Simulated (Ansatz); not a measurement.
`[F][Ga]([Cl])[O][SiH3]` + NH₃ → `[NH2][Ga]([Cl])[O][SiH3]` + H–F at 298.15 K and 1 bar (ligand exchange at a Ga–F bond).

Computed with Ansatz on PBE0-D4/def2-TZVP structures; ΔE is electronic, products minus reactants. CBS: MP2 limit from def2 TZ/QZ plus the TZ coupled-cluster correction, frozen cores. This one scheme is used for every species. For Ga outer-core shells are correlated without core-valence functions, which leaves a few kJ/mol of doubt a bond. Scalar relativity is left out up to krypton. One conformer a species, not always the lowest.

```csv
species,CCSD(T)/CBS energy (Eh),H − E (kJ/mol),S (J/(mol·K))
`[F][Ga]([Cl])[O][SiH3]`,-2849.73134,110.0,399.6
NH₃,-56.50880,100.5,192.4
`[NH2][Ga]([Cl])[O][SiH3]`,-2805.83543,173.8,412.0
H–F,-100.39570,33.5,173.6
```

H − E and S are ideal-gas, rigid-rotor, harmonic terms from PBE0-D4/def2-TZVP, for one conformer and one mirror image of each species. 1 Eh = 2625.50 kJ/mol, R = 8.31446 J/(mol·K).

Question: By hand: ΔE, ΔH, ΔS and ΔG.

Answer: ΔE = (-2805.83543) + (-100.39570) − (-2849.73134) − (-56.50880) = 0.00901 Eh = 23.7 kJ/mol. Δ(H − E) = 173.8 + 33.5 − 110.0 − 100.5 = -3.2, so ΔH = 20.5 kJ/mol. ΔS = 412.0 + 173.6 − 399.6 − 192.4 = -6.4 J/(mol·K). ΔG = 20.5 − 298.15 × (-6.4)/1000 = 22.4 kJ/mol.

Question: By hand: the equilibrium constant, and the temperature at which ΔG would vanish if ΔH and ΔS stayed fixed.

Answer: log₁₀ K = −ΔG/(RT ln 10) = -3.9. ΔH and −TΔS have one sign here, so there is no such temperature.

The number of gas molecules stays the same, so ΔS is small and ΔH decides. A doubt of 5 kJ/mol in ΔE shifts log₁₀ K by 0.9 here. Other conformers and mirror images would add mixing entropy, several J/(mol·K) or more a flexible species. Modes under 60 cm⁻¹, often nearly free rotors, make the harmonic entropy too high. These are equilibria of isolated gas molecules and say nothing of rates. Largest T1 diagnostic: 0.013 (customary marks: 0.02 for closed shells, 0.045 for open ones).

ΔS is within the doubt of such terms, so its sign, and with it that verdict, could turn.
